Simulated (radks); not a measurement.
Valence configurations of In+ (all share [Kr]). Method: Dirac Kohn-Sham, PBE, spin-unpolarised, spherical densities, finite nucleus; open shells fill j = l - 1/2 first; Fermi nuclear charge, rms radius 4.6156 fm; computed with a radial shooting solver on a logarithmic mesh with Libxc functionals. Energies are relative to 4d10 5s2; eigenvalues in eV.

valence	E (eV)	e(4d3/2)	e(4d5/2)	e(5p1/2)	e(5p3/2)	e(5s1/2)
4d10 5s2	0.000	-26.586	-25.724	-	-	-14.923
4d8 5s2 5p2	42.116	-38.089	-37.123	-11.956	-	-19.458
4d8 5s1.5 5p2.5	46.205	-38.785	-37.817	-12.295	-11.648	-19.870
4d9.5 5s2 5p0.5	9.001	-29.492	-28.604	-9.593	-	-16.133
4d9 5s2 5p1	19.014	-32.374	-31.460	-10.414	-	-17.286
4d9 5s1 5p2	25.957	-33.642	-32.724	-11.037	-	-18.047
4d10 5p2	12.711	-29.331	-28.460	-10.111	-	-
4d10 5s1.5 5p0.5	3.118	-27.303	-26.439	-9.094	-	-15.372
4d10 5s1 5p1	6.277	-27.999	-27.132	-9.445	-	-15.803
4d8 5p4	58.720	-40.788	-39.814	-13.254	-12.569	-

NIST lists [Kr] 4d10 5s2 as the ground configuration; this level of theory agrees among the configurations tried. The energies are those of spherical spin-averaged densities, not of single terms.
